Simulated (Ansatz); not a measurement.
Relaxation of C₂H₂OSe (6 atoms, charge 0, multiplicity 1), to a largest force component of 0.02 eV/Å in at most 50 steps.

Level of theory: UKS PBE/def2-SVP (Ansatz 0.2.0).

```xyz
6
Properties=species:S:1:pos:R:3
Se -0.694 0.369 -1.789
C -0.031 -0.334 -0.188
C 0.821 -0.268 0.826
O 0.040 -1.303 0.767
H -0.638 0.192 -0.925
H 1.666 0.251 1.344
```

**Question.** Where does it end, and by what steps?

**Answer.** The run converged. After 16 steps the energy has fallen by 20.226 eV; H5 moved furthest, 1.34 Å. The start is strongly strained (largest force component 66 eV/Å), so its close contacts needn't be bonds. Parted: Se1–H5, C2–O4.

```
step  energy less start (eV)  largest force component (eV/Å)  accepted
   0                  0.0000                          65.930       yes
   1                -11.7323                          14.352       yes
   2                -14.6292                           4.258       yes
   3                -15.7333                           3.353       yes
   4                -16.5145                           3.143       yes
   5                -17.1548                           3.398       yes
   6                -18.3975                           4.963       yes
   7                -19.6151                           1.988       yes
   8                -19.7250                           1.843       yes
   9                -19.9716                           3.625       yes
  10                -20.1700                           0.382       yes
  11                -20.1937                           0.671       yes
  12                -20.2194                           0.249       yes
  13                -20.2245                           0.213       yes
  14                -20.2260                           0.060       yes
  15                -20.2262                           0.053       yes
  16                -20.2264                           0.006       yes
```

```xyz
6
Properties=species:S:1:pos:R:3
Se -0.741 -0.519 -1.952
C -0.140 0.220 -0.458
C 0.590 -0.522 0.620
O 0.848 -1.710 0.604
H -0.291 1.302 -0.265
H 0.898 0.136 1.488
```

Whether the end is a true minimum wasn't checked by a vibrational analysis.

Time of the run: 37 s on 2 threads of AMD EPYC 7B13 (Zen 3), with other jobs on the host, peak memory 0.21 GiB.
